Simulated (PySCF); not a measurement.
Compound: CH₈GaN.
Atom-mapped SMILES: `[CH3:1][GaH2-:2][NH3+:3]` (hydrogens: H4, H5, H6 on C1; H7, H8 on Ga2; H9, H10, H11 on N3)

Level of theory: PySCF, PBE0-D3(BJ)/def2-SVP geometry optimisation, gas phase.

**Question.** Give the optimised bond lengths and angles.

**Answer.** 
| bond | length (Å) | order |
| --- | --- | --- |
| C1–Ga2 | 1.989 | single |
| Ga2–N3 | 2.162 | single |
| C1–H4, C1–H5, C1–H6 | 1.102 | single |
| Ga2–H7, Ga2–H8 | 1.587 | single |
| N3–H9, N3–H10, N3–H11 | 1.020 | single |

Bonds in one row agree within 0.01 Å and their mean is given. Orders are formal, as drawn. A selection of angles:
| angle | degrees |
| --- | --- |
| Ga2–C1–H4 | 110.3 |
| Ga2–C1–H5 | 112.2 |
| H4–C1–H5 | 106.9 |
| C1–Ga2–N3 | 99.5 |
| C1–Ga2–H7 | 118.1 |
| N3–Ga2–H7 | 97.8 |
| H7–Ga2–H8 | 117.3 |
| Ga2–N3–H9 | 111.1 |
| H9–N3–H10 | 107.8 |

Ga2 (gallium bonded to C, N and 2 H) is distorted tetrahedral (angles from 97.5° to 118.5°). N3 (nitrogen bonded to Ga and 3 H) is tetrahedral (angles from 107.7° to 111.5°).

Point group: Cs (every atom within 0.08 Å of its image). Stationary, but not proved a minimum.
